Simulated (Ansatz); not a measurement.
## Molecular dynamics of AlH₃O₂S

Input file:

```yaml
crystal:
  periodic: [false, false, false]
  atoms:
    - { symbol: O, position_ang: [-1.443201, 1.04565, 0.380402] }
    - { symbol: Al, position_ang: [-0.181167, 0.006751, -0.0663] }
    - { symbol: O, position_ang: [1.400844, 0.005668, 0.551465] }
    - { symbol: S, position_ang: [-0.646319, -1.476045, -1.59022] }
    - { symbol: H, position_ang: [-1.473461, 1.763162, 1.016089] }
    - { symbol: H, position_ang: [1.795618, 0.570302, 1.219811] }
    - { symbol: H, position_ang: [0.609086, -1.983488, -1.556948] }
basis:
  gaussian: { orbitals: def2-SVP }
hamiltonian:
  xc: b3lyp
  dispersion: d4
md:
  timestep: 0.25
  n_steps: 150
  ensemble: nve
  temperature: 1000.0
  initial_velocities: maxwell_boltzmann
  seed: 653831
scf:
  lower_state_search: "off"
```

Run as:

```bash
$ ansatz run input.yaml --threads 1 --pin off --max-ram 2048MiB --backend cpu --events-out ev --progress --plain --runs-dir out
```

It starts from a relaxed structure.

Output, in part (one step line in 2, the closing report, with atoms numbered from 0):

```
md step     0: t =     0.00 fs  T =  1000.0 K  F+E_penalty+E_count = -21571.89119684 eV  E_kin = 0.646300 eV  conserved = -21571.24489685 eV  (14 SCF iters)
md step     2: t =     0.50 fs  T =   995.6 K  F+E_penalty+E_count = -21571.88830930 eV  E_kin = 0.643427 eV  conserved = -21571.24488188 eV  (19 SCF iters)
md step     4: t =     1.00 fs  T =   982.9 K  F+E_penalty+E_count = -21571.88010028 eV  E_kin = 0.635237 eV  conserved = -21571.24486370 eV  (19 SCF iters)
md step     6: t =     1.50 fs  T =   963.6 K  F+E_penalty+E_count = -21571.86762900 eV  E_kin = 0.622781 eV  conserved = -21571.24484813 eV  (18 SCF iters)
md step     8: t =     2.00 fs  T =   939.3 K  F+E_penalty+E_count = -21571.85187772 eV  E_kin = 0.607039 eV  conserved = -21571.24483838 eV  (19 SCF iters)
md step    10: t =     2.50 fs  T =   910.9 K  F+E_penalty+E_count = -21571.83353252 eV  E_kin = 0.588698 eV  conserved = -21571.24483420 eV  (19 SCF iters)
md step    12: t =     3.00 fs  T =   879.1 K  F+E_penalty+E_count = -21571.81299251 eV  E_kin = 0.568161 eV  conserved = -21571.24483189 eV  (19 SCF iters)
md step    14: t =     3.50 fs  T =   844.4 K  F+E_penalty+E_count = -21571.79056219 eV  E_kin = 0.545735 eV  conserved = -21571.24482741 eV  (19 SCF iters)
md step    16: t =     4.00 fs  T =   807.4 K  F+E_penalty+E_count = -21571.76667220 eV  E_kin = 0.521853 eV  conserved = -21571.24481888 eV  (19 SCF iters)
md step    18: t =     4.50 fs  T =   769.3 K  F+E_penalty+E_count = -21571.74197653 eV  E_kin = 0.497169 eV  conserved = -21571.24480722 eV  (19 SCF iters)
md step    20: t =     5.00 fs  T =   731.0 K  F+E_penalty+E_count = -21571.71727184 eV  E_kin = 0.472476 eV  conserved = -21571.24479549 eV  (19 SCF iters)
md step    22: t =     5.50 fs  T =   694.0 K  F+E_penalty+E_count = -21571.69329777 eV  E_kin = 0.448511 eV  conserved = -21571.24478712 eV  (19 SCF iters)
md step    24: t =     6.00 fs  T =   658.8 K  F+E_penalty+E_count = -21571.67054133 eV  E_kin = 0.425758 eV  conserved = -21571.24478329 eV  (19 SCF iters)
md step    26: t =     6.50 fs  T =   625.7 K  F+E_penalty+E_count = -21571.64916169 eV  E_kin = 0.404379 eV  conserved = -21571.24478263 eV  (18 SCF iters)
md step    28: t =     7.00 fs  T =   594.6 K  F+E_penalty+E_count = -21571.62908296 eV  E_kin = 0.384301 eV  conserved = -21571.24478189 eV  (19 SCF iters)
md step    30: t =     7.50 fs  T =   565.4 K  F+E_penalty+E_count = -21571.61021810 eV  E_kin = 0.365441 eV  conserved = -21571.24477707 eV  (18 SCF iters)
md step    32: t =     8.00 fs  T =   538.4 K  F+E_penalty+E_count = -21571.59271519 eV  E_kin = 0.347949 eV  conserved = -21571.24476647 eV  (19 SCF iters)
md step    34: t =     8.50 fs  T =   514.2 K  F+E_penalty+E_count = -21571.57708525 eV  E_kin = 0.332334 eV  conserved = -21571.24475172 eV  (19 SCF iters)
md step    36: t =     9.00 fs  T =   494.2 K  F+E_penalty+E_count = -21571.56411975 eV  E_kin = 0.319382 eV  conserved = -21571.24473769 eV  (18 SCF iters)
md step    38: t =     9.50 fs  T =   479.5 K  F+E_penalty+E_count = -21571.55461018 eV  E_kin = 0.309880 eV  conserved = -21571.24473000 eV  (19 SCF iters)
md step    40: t =    10.00 fs  T =   470.8 K  F+E_penalty+E_count = -21571.54900094 eV  E_kin = 0.304268 eV  conserved = -21571.24473255 eV  (19 SCF iters)
md step    42: t =    10.50 fs  T =   467.9 K  F+E_penalty+E_count = -21571.54715722 eV  E_kin = 0.302412 eV  conserved = -21571.24474492 eV  (19 SCF iters)
md step    44: t =    11.00 fs  T =   469.8 K  F+E_penalty+E_count = -21571.54838227 eV  E_kin = 0.303620 eV  conserved = -21571.24476247 eV  (19 SCF iters)
md step    46: t =    11.50 fs  T =   474.9 K  F+E_penalty+E_count = -21571.55168579 eV  E_kin = 0.306907 eV  conserved = -21571.24477862 eV  (19 SCF iters)
md step    48: t =    12.00 fs  T =   481.8 K  F+E_penalty+E_count = -21571.55616995 eV  E_kin = 0.311382 eV  conserved = -21571.24478805 eV  (21 SCF iters)
md step    50: t =    12.50 fs  T =   489.8 K  F+E_penalty+E_count = -21571.56134035 eV  E_kin = 0.316551 eV  conserved = -21571.24478907 eV  (21 SCF iters)
md step    52: t =    13.00 fs  T =   498.9 K  F+E_penalty+E_count = -21571.56719839 eV  E_kin = 0.322414 eV  conserved = -21571.24478402 eV  (21 SCF iters)
md step    54: t =    13.50 fs  T =   509.5 K  F+E_penalty+E_count = -21571.57409311 eV  E_kin = 0.329316 eV  conserved = -21571.24477759 eV  (21 SCF iters)
md step    56: t =    14.00 fs  T =   522.4 K  F+E_penalty+E_count = -21571.58242670 eV  E_kin = 0.337652 eV  conserved = -21571.24477470 eV  (19 SCF iters)
md step    58: t =    14.50 fs  T =   537.8 K  F+E_penalty+E_count = -21571.59235996 eV  E_kin = 0.347582 eV  conserved = -21571.24477780 eV  (19 SCF iters)
md step    60: t =    15.00 fs  T =   555.3 K  F+E_penalty+E_count = -21571.60364740 eV  E_kin = 0.358861 eV  conserved = -21571.24478677 eV  (19 SCF iters)
md step    62: t =    15.50 fs  T =   573.8 K  F+E_penalty+E_count = -21571.61565611 eV  E_kin = 0.370857 eV  conserved = -21571.24479900 eV  (19 SCF iters)
md step    64: t =    16.00 fs  T =   592.2 K  F+E_penalty+E_count = -21571.62753867 eV  E_kin = 0.382728 eV  conserved = -21571.24481099 eV  (19 SCF iters)
md step    66: t =    16.50 fs  T =   609.1 K  F+E_penalty+E_count = -21571.63846024 eV  E_kin = 0.393640 eV  conserved = -21571.24482014 eV  (19 SCF iters)
md step    68: t =    17.00 fs  T =   623.5 K  F+E_penalty+E_count = -21571.64776679 eV  E_kin = 0.402940 eV  conserved = -21571.24482641 eV  (19 SCF iters)
md step    70: t =    17.50 fs  T =   634.7 K  F+E_penalty+E_count = -21571.65502640 eV  E_kin = 0.410196 eV  conserved = -21571.24483066 eV  (19 SCF iters)
md step    72: t =    18.00 fs  T =   642.3 K  F+E_penalty+E_count = -21571.65996636 eV  E_kin = 0.415131 eV  conserved = -21571.24483492 eV  (19 SCF iters)
md step    74: t =    18.50 fs  T =   646.0 K  F+E_penalty+E_count = -21571.66237687 eV  E_kin = 0.417537 eV  conserved = -21571.24483971 eV  (19 SCF iters)
md step    76: t =    19.00 fs  T =   645.6 K  F+E_penalty+E_count = -21571.66206439 eV  E_kin = 0.417220 eV  conserved = -21571.24484433 eV  (19 SCF iters)
md step    78: t =    19.50 fs  T =   640.6 K  F+E_penalty+E_count = -21571.65888661 eV  E_kin = 0.414040 eV  conserved = -21571.24484685 eV  (19 SCF iters)
md step    80: t =    20.00 fs  T =   631.3 K  F+E_penalty+E_count = -21571.65285414 eV  E_kin = 0.408009 eV  conserved = -21571.24484494 eV  (19 SCF iters)
md step    82: t =    20.50 fs  T =   618.0 K  F+E_penalty+E_count = -21571.64424238 eV  E_kin = 0.399404 eV  conserved = -21571.24483796 eV  (19 SCF iters)
md step    84: t =    21.00 fs  T =   601.6 K  F+E_penalty+E_count = -21571.63363511 eV  E_kin = 0.388808 eV  conserved = -21571.24482666 eV  (19 SCF iters)
md step    86: t =    21.50 fs  T =   583.4 K  F+E_penalty+E_count = -21571.62185134 eV  E_kin = 0.377038 eV  conserved = -21571.24481384 eV  (19 SCF iters)
md step    88: t =    22.00 fs  T =   564.7 K  F+E_penalty+E_count = -21571.60976160 eV  E_kin = 0.364959 eV  conserved = -21571.24480298 eV  (19 SCF iters)
md step    90: t =    22.50 fs  T =   546.6 K  F+E_penalty+E_count = -21571.59807079 eV  E_kin = 0.353274 eV  conserved = -21571.24479640 eV  (19 SCF iters)
md step    92: t =    23.00 fs  T =   529.7 K  F+E_penalty+E_count = -21571.58717153 eV  E_kin = 0.342377 eV  conserved = -21571.24479435 eV  (19 SCF iters)
md step    94: t =    23.50 fs  T =   514.2 K  F+E_penalty+E_count = -21571.57713858 eV  E_kin = 0.332344 eV  conserved = -21571.24479476 eV  (19 SCF iters)
md step    96: t =    24.00 fs  T =   499.9 K  F+E_penalty+E_count = -21571.56786435 eV  E_kin = 0.323070 eV  conserved = -21571.24479455 eV  (19 SCF iters)
md step    98: t =    24.50 fs  T =   486.6 K  F+E_penalty+E_count = -21571.55926229 eV  E_kin = 0.314471 eV  conserved = -21571.24479133 eV  (19 SCF iters)
md step   100: t =    25.00 fs  T =   474.5 K  F+E_penalty+E_count = -21571.55143664 eV  E_kin = 0.306652 eV  conserved = -21571.24478442 eV  (19 SCF iters)
md step   102: t =    25.50 fs  T =   464.1 K  F+E_penalty+E_count = -21571.54474949 eV  E_kin = 0.299975 eV  conserved = -21571.24477481 eV  (19 SCF iters)
md step   104: t =    26.00 fs  T =   456.5 K  F+E_penalty+E_count = -21571.53978228 eV  E_kin = 0.295018 eV  conserved = -21571.24476429 eV  (18 SCF iters)
md step   106: t =    26.50 fs  T =   452.5 K  F+E_penalty+E_count = -21571.53723405 eV  E_kin = 0.292479 eV  conserved = -21571.24475501 eV  (19 SCF iters)
md step   108: t =    27.00 fs  T =   453.4 K  F+E_penalty+E_count = -21571.53779084 eV  E_kin = 0.293042 eV  conserved = -21571.24474874 eV  (19 SCF iters)
md step   110: t =    27.50 fs  T =   459.9 K  F+E_penalty+E_count = -21571.54197721 eV  E_kin = 0.297229 eV  conserved = -21571.24474791 eV  (19 SCF iters)
md step   112: t =    28.00 fs  T =   472.3 K  F+E_penalty+E_count = -21571.55000259 eV  E_kin = 0.305249 eV  conserved = -21571.24475386 eV  (19 SCF iters)
md step   114: t =    28.50 fs  T =   490.3 K  F+E_penalty+E_count = -21571.56166036 eV  E_kin = 0.316894 eV  conserved = -21571.24476616 eV  (19 SCF iters)
md step   116: t =    29.00 fs  T =   513.0 K  F+E_penalty+E_count = -21571.57633915 eV  E_kin = 0.331557 eV  conserved = -21571.24478246 eV  (19 SCF iters)
md step   118: t =    29.50 fs  T =   539.0 K  F+E_penalty+E_count = -21571.59315010 eV  E_kin = 0.348350 eV  conserved = -21571.24479972 eV  (19 SCF iters)
md step   120: t =    30.00 fs  T =   566.7 K  F+E_penalty+E_count = -21571.61110087 eV  E_kin = 0.366285 eV  conserved = -21571.24481545 eV  (19 SCF iters)
md step   122: t =    30.50 fs  T =   594.8 K  F+E_penalty+E_count = -21571.62923069 eV  E_kin = 0.384401 eV  conserved = -21571.24482925 eV  (19 SCF iters)
md step   124: t =    31.00 fs  T =   621.7 K  F+E_penalty+E_count = -21571.64666256 eV  E_kin = 0.401821 eV  conserved = -21571.24484111 eV  (19 SCF iters)
md step   126: t =    31.50 fs  T =   646.4 K  F+E_penalty+E_count = -21571.66259885 eV  E_kin = 0.417747 eV  conserved = -21571.24485145 eV  (19 SCF iters)
md step   128: t =    32.00 fs  T =   667.6 K  F+E_penalty+E_count = -21571.67630836 eV  E_kin = 0.431448 eV  conserved = -21571.24486016 eV  (19 SCF iters)
md step   130: t =    32.50 fs  T =   684.3 K  F+E_penalty+E_count = -21571.68714339 eV  E_kin = 0.442277 eV  conserved = -21571.24486671 eV  (19 SCF iters)
md step   132: t =    33.00 fs  T =   695.8 K  F+E_penalty+E_count = -21571.69458756 eV  E_kin = 0.449717 eV  conserved = -21571.24487043 eV  (19 SCF iters)
md step   134: t =    33.50 fs  T =   701.6 K  F+E_penalty+E_count = -21571.69830966 eV  E_kin = 0.453439 eV  conserved = -21571.24487102 eV  (19 SCF iters)
md step   136: t =    34.00 fs  T =   701.4 K  F+E_penalty+E_count = -21571.69819518 eV  E_kin = 0.453327 eV  conserved = -21571.24486859 eV  (19 SCF iters)
md step   138: t =    34.50 fs  T =   695.5 K  F+E_penalty+E_count = -21571.69434082 eV  E_kin = 0.449477 eV  conserved = -21571.24486408 eV  (19 SCF iters)
md step   140: t =    35.00 fs  T =   684.1 K  F+E_penalty+E_count = -21571.68700315 eV  E_kin = 0.442144 eV  conserved = -21571.24485886 eV  (19 SCF iters)
md step   142: t =    35.50 fs  T =   667.9 K  F+E_penalty+E_count = -21571.67649957 eV  E_kin = 0.431644 eV  conserved = -21571.24485517 eV  (19 SCF iters)
md step   144: t =    36.00 fs  T =   647.1 K  F+E_penalty+E_count = -21571.66307413 eV  E_kin = 0.418220 eV  conserved = -21571.24485436 eV  (19 SCF iters)
md step   146: t =    36.50 fs  T =   621.9 K  F+E_penalty+E_count = -21571.64679238 eV  E_kin = 0.401936 eV  conserved = -21571.24485656 eV  (19 SCF iters)
md step   148: t =    37.00 fs  T =   592.1 K  F+E_penalty+E_count = -21571.62754982 eV  E_kin = 0.382691 eV  conserved = -21571.24485893 eV  (19 SCF iters)
md step   150: t =    37.50 fs  T =   557.6 K  F+E_penalty+E_count = -21571.60524212 eV  E_kin = 0.360385 eV  conserved = -21571.24485710 eV  (19 SCF iters)
Total energy: -21571.60546941 eV, -792.7418792416 hartree
Atom 0 at    -1.364376     0.961036     0.364737 Å, force    -1.043135     0.399982    -0.078724 eV/Å
Atom 1 at    -0.134418    -0.058505    -0.070850 Å, force     1.148475     0.138046     0.450985 eV/Å
Atom 2 at     1.384592     0.285581     0.763630 Å, force    -0.704732    -1.328990    -1.307090 eV/Å
Atom 3 at    -0.713632    -1.477016    -1.651773 Å, force     0.148175     0.019860     0.213221 eV/Å
Atom 4 at    -1.369533     1.859776     0.682314 Å, force     0.036962     0.219790     0.201263 eV/Å
Atom 5 at     1.996575    -0.380039     0.392325 Å, force     0.332243     0.479167     0.489731 eV/Å
Atom 6 at     0.200620    -2.451922    -1.435045 Å, force     0.082012     0.072145     0.030614 eV/Å
Dipole moment:     0.327202    -0.121232    -0.008908 e Å
```

All steps were run. The conserved energy stayed within 0.024 meV per atom of its start (net change 0.0057 meV per atom), so the integration is sound. A run of 0.037 ps of so small a system gives no equilibrium averages.

The same pairs are bonded in the first frame and the last. Pairs count as bonded within 1.25 times the sum of covalent radii (0.12 Å more for H–H).

Last frame:

```xyz
7
Properties=species:S:1:pos:R:3
O -1.364 0.961 0.365
Al -0.134 -0.059 -0.071
O 1.385 0.286 0.764
S -0.714 -1.477 -1.652
H -1.369 1.860 0.682
H 1.997 -0.380 0.392
H 0.201 -2.452 -1.435
```

The run took 2.7 min on 1 thread of Intel(R) Xeon(R) 6975P-C (Granite Rapids), on a shared host, peak memory 0.25 GiB.
